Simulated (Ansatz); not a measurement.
`CC(O)[O][AlH2]` + CH₄ → `CC(C)[O][AlH2]` + H₂O at 500 K and 1 bar (formal exchange of groups at a C–O bond).

Program: Ansatz. Geometries: PBE0-D4/def2-TZVP. ΔE: electronic, gas phase. CCSD(T)/CBS adds triple-zeta CCSD(T) − MP2 to the extrapolated MP2 energy (def2 sets, frozen cores). This one scheme is used for every species. Each species was taken in one conformer, which may not be the lowest.

```json
{"species": "`CC(O)[O][AlH2]`", "CCSD(T)/CBS energy (Eh)": "-472.71612", "H − E (kJ/mol)": "281.9", "S (J/(mol·K))": "418.9"}
{"species": "CH₄", "CCSD(T)/CBS energy (Eh)": "-40.46206", "H − E (kJ/mol)": "135.6", "S (J/(mol·K))": "206.8"}
{"species": "`CC(C)[O][AlH2]`", "CCSD(T)/CBS energy (Eh)": "-436.80104", "H − E (kJ/mol)": "345.5", "S (J/(mol·K))": "433.1"}
{"species": "H₂O", "CCSD(T)/CBS energy (Eh)": "-76.37941", "H − E (kJ/mol)": "73.2", "S (J/(mol·K))": "206.3"}
```

H − E and S are ideal-gas, rigid-rotor, harmonic terms from PBE0-D4/def2-TZVP, for one conformer and one mirror image of each species. 1 Eh = 2625.50 kJ/mol, R = 8.31446 J/(mol·K).

Q: By hand: ΔE, ΔH, ΔS and ΔG.

A: ΔE = (-436.80104) + (-76.37941) − (-472.71612) − (-40.46206) = -0.00227 Eh = -6.0 kJ/mol. Δ(H − E) = 345.5 + 73.2 − 281.9 − 135.6 = 1.2, so ΔH = -4.8 kJ/mol. ΔS = 433.1 + 206.3 − 418.9 − 206.8 = 13.7 J/(mol·K). ΔG = -4.8 − 500 × (13.7)/1000 = -11.6 kJ/mol.

Q: By hand: the equilibrium constant, and the temperature at which ΔG would vanish if ΔH and ΔS stayed fixed.

A: log₁₀ K = −ΔG/(RT ln 10) = 1.2. ΔH and −TΔS have one sign here, so there is no such temperature.

TΔS isn't small against ΔH here. A doubt of 5 kJ/mol in ΔE shifts log₁₀ K by 0.5 here. Other conformers and mirror images would add mixing entropy, several J/(mol·K) or more a flexible species. Modes under 60 cm⁻¹, often nearly free rotors, make the harmonic entropy too high. These are equilibria of isolated gas molecules and say nothing of rates. Largest T1 diagnostic: 0.012 (customary marks: 0.02 for closed shells, 0.045 for open ones).
